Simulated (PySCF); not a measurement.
**What settings do to a single point of OsO2(OH)2**

The sound run of OsO2(OH)2 (singlet) uses PySCF 2.14.0, RKS PBE0, Os def2-SVP with ECP60, O def2-SVP, H def2-SVP; non-relativistic Hamiltonian with scalar-relativistic core potentials where named; density fitting; no spin-orbit coupling, grid (50, 194), threshold 1e-8 Eh and 55 cycles, at the relaxed geometry:

```xyz
7

Os    0.0000    0.0000    0.3112
O     1.0603    1.0335    1.1169
O    -1.0603   -1.0335    1.1169
O     0.8896   -0.9177   -1.0733
H     0.6166   -0.6508   -1.9703
O    -0.8896    0.9177   -1.0733
H    -0.6166    0.6508   -1.9703
```

There Os1 has a Mulliken charge of 1.13 e and the dipole about the centre of mass is 2.97 D. Each run below changes one thing and starts from free metal ions and neutral atoms unless it says otherwise; with 55 cycles, smearing, a level shift and second-order steps follow where DIIS fails, and their cycles count. Energy shifts count from the sound run.

```csv
change,outcome,cycles,energy shift (eV),largest force component (eV/Å),charge on Os1 (e),dipole about the centre of mass (D)
all coordinates × 1.12,converged,12,3.59,4.82,1.08,3.29
```

(1) One further run converged with energy shift (eV) 1.07, largest force component (eV/Å) 1.70, charge on Os1 (e) 1.12, dipole about the centre of mass (D) 2.96. Which change was it?
A. grid (15, 26)
B. charge changed by +4, spin kept, limit 84 cycles
C. threshold 0.001

(2) And the other changes listed?

Unsound on purpose, so not properties of the compound: grid (15, 26); charge changed by +4, spin kept, limit 84 cycles.

Forces carry noise of the integration grid, about 0.01 to 0.03 eV/Å.

Answers

(1) A.

(2) 
```csv
change,outcome,cycles,energy shift (eV),largest force component (eV/Å),charge on Os1 (e),dipole about the centre of mass (D)
threshold 0.001,converged,7,0.0002,0.03,1.13,3.00
"charge changed by +4, spin kept, limit 84 cycles",converged,16,–,3.67,1.88,8.52
```
